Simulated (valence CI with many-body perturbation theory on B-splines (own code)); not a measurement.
## Forbidden lines of I¹²⁺

Computed by valence CI with perturbative core correlation (CI+MBPT): five valence electrons over a frozen Dirac-Fock core [Kr], radial functions for each j: 7 s, 7 p, 8 d, 6 f, 4 g, 1 h, with the one-electron correlation potential Σ1, the two-electron term Σ2, the three-electron term Σ3, Breit, model QED; selected CI, second order for the rest, scaled by the run's own slope (own B-spline code, finite nucleus).

No measured levels were compared; by estimate terms of the open shell hold to 2 to 4 % of their energy, and close levels can change places. Among the levels kept, up to 1100 cm⁻¹ of a level comes from second order outside the variational space, and about a tenth of that is noise between levels of different J, which matters for small intervals. Excitations out of the core, of the other parity, are not computed and may begin above about 59.4 eV (a cautious bound); beyond it only levels of the ground parity were kept, without lifetimes.

Lines 51 to 100 of 120 in falling wavelength, among levels below 59.406 eV, chosen from the decays that carry over 1 % of a level's rate. Wavelengths and rates use the calculated energies, so an error of 2000 cm⁻¹ moves a line at 4680 Å by 9.4 % and its rate by three times that or more. S is in atomic units (e²a₀⁴ for E2 and M2, e²a₀⁶ for E3), for M1 in squared Bohr magnetons. Weak lines are less certain than strong ones. Lines between different terms over intervals too small for the method are left out, as are lines whose strength nearly cancels.

Names give the largest LS component (configuration and term), which can be under half, so a name can repeat, a term be missing and a line seem to break the LS rules; names also repeat where a configuration has a term twice. Letters in brackets count levels of one name in rising energy.

```
λ vac (Å)           Upper           Lower  Type   A (s⁻¹)  S (a.u.)
     4680  4d⁵ ²D_3/2 [a]      4d⁵ ⁴P_3/2    M1  4.02e+01  6.11e-01
     4565  4d⁵ ²F_7/2 [a]      4d⁵ ⁴G_9/2    M1  2.28e+01  6.44e-01
     4501  4d⁵ ²F_7/2 [a]  4d⁵ ⁴G_5/2 [b]    M1  2.94e-01  7.94e-03
     4464  4d⁵ ²F_7/2 [c]  4d⁵ ²G_9/2 [a]    M1  4.05e+01  1.07e+00
     4446  4d⁵ ²F_5/2 [b]      4d⁵ ⁴P_3/2    M1  8.73e+00  1.71e-01
     4404      4d⁵ ⁴D_5/2  4d⁵ ⁴G_5/2 [a]    M1  1.85e+01  3.51e-01
     4353     4d⁵ ²H_11/2  4d⁵ ²G_9/2 [a]    M1  2.07e+01  7.61e-01
     4291     4d⁵ ²I_13/2     4d⁵ ⁴G_11/2    M1  5.16e+00  2.12e-01
     4207      4d⁵ ⁴F_5/2      4d⁵ ⁴D_7/2    M1  1.24e+01  2.06e-01
     4205  4d⁵ ²D_3/2 [a]      4d⁵ ⁴D_1/2    M1  2.35e+01  2.59e-01
     4147  4d⁵ ²F_7/2 [c]  4d⁵ ²F_7/2 [a]    M1  2.66e+01  5.63e-01
     4114  4d⁵ ²G_9/2 [b]  4d⁵ ²G_9/2 [a]    M1  3.49e+00  9.00e-02
     4079      4d⁵ ⁴F_3/2      4d⁵ ⁴D_3/2    M1  8.37e+01  8.42e-01
     4062     4d⁵ ²H_11/2     4d⁵ ²I_13/2    M1  4.14e+01  1.23e+00
     4055  4d⁵ ²F_7/2 [a]      4d⁵ ⁴G_7/2    M1  3.65e-01  7.22e-03
     4008  4d⁵ ²G_9/2 [a]     4d⁵ ⁴G_11/2    M1  2.21e+01  5.27e-01
     3874      4d⁵ ²H_9/2      4d⁵ ⁴D_7/2    M1  1.23e+01  2.65e-01
     3863  4d⁵ ²D_3/2 [a]      4d⁵ ⁴D_5/2    M1  3.43e+01  2.93e-01
     3829  4d⁵ ²F_5/2 [a]      4d⁵ ⁴D_3/2    M1  1.30e+01  1.62e-01
     3813  4d⁵ ²F_5/2 [a]  4d⁵ ⁴G_5/2 [b]    M1  2.31e+02  2.85e+00
     3791  4d⁵ ²G_9/2 [a]      4d⁵ ⁴G_7/2    M1  1.77e+01  3.57e-01
     3702  4d⁵ ²F_5/2 [b]      4d⁵ ⁴D_5/2    M1  1.20e+01  1.35e-01
     3673      4d⁵ ⁴P_3/2  4d⁵ ⁴G_5/2 [a]    M1  8.86e+00  6.52e-02
     3625  4d⁵ ²G_7/2 [a]      4d⁵ ⁴D_7/2    M1  1.42e+01  2.01e-01
     3576  4d⁵ ²F_7/2 [b]      4d⁵ ⁴D_5/2    M1  2.70e+01  3.66e-01
     3488  4d⁵ ²F_5/2 [a]      4d⁵ ⁴G_7/2    M1  2.94e+01  2.77e-01
     3379     4d⁵ ²H_11/2     4d⁵ ²I_11/2    M1  1.51e+02  2.60e+00
     3234  4d⁵ ²G_9/2 [b]     4d⁵ ²I_11/2    M1  3.22e+01  4.04e-01
     3208  4d⁵ ²F_7/2 [a]  4d⁵ ⁴G_5/2 [a]    M1  3.54e+00  3.46e-02
     3141  4d⁵ ²F_5/2 [b]      4d⁵ ⁴D_7/2    M1  4.05e+01  2.80e-01
     3069  4d⁵ ²F_7/2 [c]      4d⁵ ⁴D_5/2    M1  4.77e+00  4.09e-02
     3059      4d⁵ ⁴F_5/2  4d⁵ ⁴G_5/2 [b]    M1  4.71e+01  3.00e-01
     3050  4d⁵ ²F_7/2 [b]      4d⁵ ⁴D_7/2    M1  1.00e+02  8.42e-01
     2978      4d⁵ ⁴F_3/2  4d⁵ ⁴G_5/2 [a]    M1  7.35e+01  2.88e-01
     2905      4d⁵ ²H_9/2      4d⁵ ⁴G_9/2    M1  1.01e+02  9.15e-01
     2885  4d⁵ ⁴G_5/2 [a]      4d⁵ ⁶S_5/2    M1  8.46e+01  4.52e-01
     2846      4d⁵ ⁴F_5/2      4d⁵ ⁴G_7/2    M1  5.09e+01  2.61e-01
     2842  4d⁵ ²F_5/2 [a]  4d⁵ ⁴G_5/2 [a]    M1  6.23e+00  3.18e-02
     2797      4d⁵ ²H_9/2     4d⁵ ⁴G_11/2    M1  3.70e+01  3.00e-01
     2763  4d⁵ ²G_7/2 [a]      4d⁵ ⁴G_9/2    M1  3.49e+01  2.18e-01
     2739  4d⁵ ²G_7/2 [a]  4d⁵ ⁴G_5/2 [b]    M1  2.38e+00  1.45e-02
     2690      4d⁵ ²H_9/2      4d⁵ ⁴G_7/2    M1  4.32e+01  3.11e-01
     2673  4d⁵ ²F_7/2 [c]      4d⁵ ⁴D_7/2    M1  5.28e+00  2.99e-02
     2567  4d⁵ ²G_7/2 [a]      4d⁵ ⁴G_7/2    M1  8.06e-01  4.05e-03
     2544  4d⁵ ²G_9/2 [b]      4d⁵ ⁴D_7/2    M1  4.24e+01  2.59e-01
     2530  4d⁵ ²D_3/2 [a]      4d⁵ ⁴D_3/2    M1  7.01e+00  1.68e-02
     2523  4d⁵ ²D_3/2 [a]  4d⁵ ⁴G_5/2 [b]    M1  3.21e+00  7.65e-03
     2460  4d⁵ ²F_5/2 [b]      4d⁵ ⁴D_3/2    M1  1.51e+01  5.01e-02
     2453  4d⁵ ²F_5/2 [b]  4d⁵ ⁴G_5/2 [b]    M1  2.90e+01  9.51e-02
     2429      4d⁵ ⁴G_7/2      4d⁵ ⁶S_5/2    M1  2.36e+00  1.00e-02
```
